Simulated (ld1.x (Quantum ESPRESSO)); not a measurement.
**Cutoff test, hafnium, RRKJ**

```json
{
 "Element": "hafnium",
 "Generator": "ld1.x (Quantum ESPRESSO) 7.5",
 "Type": "norm-conserving RRKJ (Kleinman–Bylander form)",
 "Functional": "LDA (PZ)",
 "Relativity": "scalar-relativistic",
 "Frozen core": "[Xe] 4f14",
 "Valence charge": "4",
 "Reference configuration": "5d2 6s2 6p0",
 "Partial waves": "6p (bound, empty): rc 3.10 bohr; 5d (bound): rc 1.90 bohr; 6s (bound): rc 2.65 bohr",
 "Local potential": "the s channel",
 "Core correction": "a·sin(br)/r model core inside 1.25 bohr",
 "rho0": "0.01"
}
```

The pseudo-atom Hamiltonian at the reference potential is diagonalised in spherical Bessel functions j_l(qr) that vanish at 20 bohr, with q² up to the cutoff. All-electron valence levels (Ry): 6p -0.1080, 5d -0.2111, 6s -0.3872.

Problem. How do the lowest levels (Ry) of each channel move with the cutoff, and are there ghosts?

Solution.

| cutoff (Ry) | p #1 | d #1 | d #2 | s #1 | s #2 | f #1 | f #2 | Σ f·Δε (mRy) |
| --- | --- | --- | --- | --- | --- | --- | --- | --- |
| 8 | -0.1077 | -0.0378 | 0.0690 | -0.3842 | 0.0007 | 0.1051 | 0.2205 | 352.9 |
| 10 | -0.1079 | -0.0855 | 0.0632 | -0.3855 | 0.0005 | 0.1051 | 0.2205 | 254.8 |
| 12 | -0.1079 | -0.1359 | 0.0597 | -0.3866 | 0.0004 | 0.1051 | 0.2205 | 151.8 |
| 15 | -0.1080 | -0.1740 | 0.0580 | -0.3870 | 0.0003 | 0.1051 | 0.2205 | 74.8 |
| 18 | -0.1080 | -0.2021 | 0.0570 | -0.3871 | 0.0003 | 0.1051 | 0.2205 | 18.3 |
| 21 | -0.1080 | -0.2084 | 0.0568 | -0.3871 | 0.0003 | 0.1051 | 0.2205 | 5.8 |
| 30 | -0.1080 | -0.2106 | 0.0567 | -0.3872 | 0.0003 | 0.1051 | 0.2205 | 1.2 |
| 35 | -0.1080 | -0.2107 | 0.0567 | -0.3872 | 0.0003 | 0.1051 | 0.2205 | 1.0 |
| 40 | -0.1080 | -0.2109 | 0.0567 | -0.3872 | 0.0003 | 0.1051 | 0.2205 | 0.5 |
| 45 | -0.1080 | -0.2111 | 0.0567 | -0.3872 | 0.0003 | 0.1051 | 0.2205 | 0.2 |
| 50 | -0.1080 | -0.2111 | 0.0567 | -0.3872 | 0.0003 | 0.1051 | 0.2205 | 0.1 |
| 400 | -0.1080 | -0.2112 | 0.0567 | -0.3872 | 0.0003 | 0.1051 | 0.2205 | 0.0 |

Result: no extra level below or beside the all-electron valence levels (p, d, s, f tested); 10 mRy is reached at 21 Ry and 1 mRy at 40 Ry.
